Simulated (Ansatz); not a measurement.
Isolated molecules relaxed with PBE0-D4/def2-TZVP in Ansatz; ΔE leaves out vibrations. CCSD(T)/CBS is the MP2 limit (def2-TZVPP, def2-QZVPP) plus CCSD(T) − MP2 in def2-TZVPP, frozen cores. DFT in def2-TZVPP. Each species was taken in one conformer, which may not be the lowest.

Consider the ligand exchange at the Si–C bond: `CC(F)([SiH3])[SiH3]` + `BC[SiH2]S` → `BC[SiH2]S[SiH3]` + `CC(F)[SiH3]`.

**Question.** Is it downhill or uphill in electronic energy at CCSD(T)/CBS, and by how much? (Best estimate.)

**Answer.** The calculation gave: Downhill: ΔE = -79.8 kJ/mol.

**Question.** What do these levels give: ωB97X-V, r2SCAN, MP2/def2-TZVPP, SCS-MP2/def2-TZVPP, SCS-MP2/def2-QZVPP, CCSD/CBS(def2)? (An estimate is asked.)

**Answer.** The calculation gave: ωB97X-V -77.9, r2SCAN -80.6, MP2/def2-TZVPP -83.8, SCS-MP2/def2-TZVPP -79.9, SCS-MP2/def2-QZVPP -81.3, CCSD/CBS(def2) -78.9 kJ/mol.

Largest T1 diagnostic among the species: 0.012.

From PBE to PBE0 (25 % exact exchange), in def2-TZVPP and without D4, ΔE moves by −4.2 kJ/mol. The D4 term adds −5.4 kJ/mol with B3LYP and −2.8 kJ/mol with PBE0; it sums over pairs of atoms, weighted by their polarisabilities, and B3LYP, whose exchange is more repulsive, gets the larger term.

B3LYP here is the variant with VWN-RPA as its local correlation; programs differ in this.
